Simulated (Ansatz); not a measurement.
## C4H6BNO: where a starting geometry ends

The starting geometry of this gas-phase singlet was optimised with GFN2-xTB; its bonds are those of `Bc1ccoc1N`.

```yaml
atoms:
  - { symbol: C, position_ang: [-0.5556, 0.3280, -0.9165] }
  - { symbol: C, position_ang: [-0.0086, 1.6058, -0.5360] }
  - { symbol: C, position_ang: [1.1575, 1.3813, 0.0999] }
  - { symbol: C, position_ang: [0.3936, -0.5754, -0.4473] }
  - { symbol: B, position_ang: [-1.8562, 0.0257, -1.6260] }
  - { symbol: N, position_ang: [0.4591, -1.9280, -0.5833] }
  - { symbol: O, position_ang: [1.4167, 0.0368, 0.1633] }
  - { symbol: H, position_ang: [-2.1811, -1.0866, -1.8138] }
  - { symbol: H, position_ang: [-2.5511, 0.8994, -1.9753] }
  - { symbol: H, position_ang: [-0.4602, 2.5575, -0.7280] }
  - { symbol: H, position_ang: [1.8872, 2.0254, 0.5463] }
  - { symbol: H, position_ang: [-0.4090, -2.3838, -0.8082] }
  - { symbol: H, position_ang: [1.0824, -2.4151, 0.0389] }
```

**Question.** Predict what it relaxes into with PBE-D3(BJ)/def2-SVP.

**Answer.** It keeps its bonds, and is `Bc1ccoc1N`.

The energy falls by 0.14 eV over 9 steps:

| step | E − E(last) (eV) |
| --- | --- |
| 1 | 0.144 |
| 2 | 0.022 |
| 3 | 0.006 |
| 4 | 0.003 |
| 5 | 0.001 |
| 6 | 0.001 |
| 7 | 0.001 |
| 8 | 0.000 |
| 9 | 0.000 |

Final geometry (Å):

| atom | x (Å) | y (Å) | z (Å) |
| --- | --- | --- | --- |
| C | -0.5720 | 0.3553 | -0.9211 |
| C | 0.0042 | 1.6410 | -0.5359 |
| C | 1.1782 | 1.4033 | 0.1066 |
| C | 0.3827 | -0.5762 | -0.4473 |
| B | -1.8614 | 0.0165 | -1.6196 |
| N | 0.4353 | -1.9247 | -0.5426 |
| O | 1.4208 | 0.0250 | 0.1653 |
| H | -2.1602 | -1.1566 | -1.8163 |
| H | -2.6328 | 0.8804 | -1.9965 |
| H | -0.4438 | 2.6221 | -0.7295 |
| H | 1.9478 | 2.0229 | 0.5745 |
| H | -0.4036 | -2.3968 | -0.8776 |
| H | 1.0795 | -2.4411 | 0.0539 |

No frequencies were run, so the end isn't proven a minimum. Run with Ansatz 0.2.0, 23 s on 2 threads of Intel(R) Xeon(R) Processor @ 2.70GHz (shared host).
